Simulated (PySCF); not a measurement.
TeF₃, SMILES F[Te+](F)F, charge +1. Geometry optimised at PBE-D3(BJ)/def2-SVP. The spin state was assumed, not searched. The isomer is the one that the SMILES or the coordinates give; other isomers of the formula were not compared. The def2 effective core potentials stand for the cores of Te; spin–orbit coupling is left out.

Calculation: PBE-D3(BJ)/def2-SVP (PySCF).

Harmonic wavenumbers (cm⁻¹): 190, 190, 232, 689, 694, 694. Rotational constants (GHz): 4.520, 4.520, 3.342; symmetry number 3.

Task: Work out the zero-point energy and the ideal-gas rigid-rotor harmonic-oscillator thermochemistry at 298.15 K and 1 atm.

Result: ZPE = ½ Σ hcν = ½ × 2690 cm⁻¹ = 3.85 kcal/mol. H − E(el) = 7.48 kcal/mol. Entropy in cal/(mol K): translation 41.55, rotation 23.77, vibration 7.26, total 72.58. G − E(el) = -14.16 kcal/mol. Cp = 15.98 cal/(mol K).
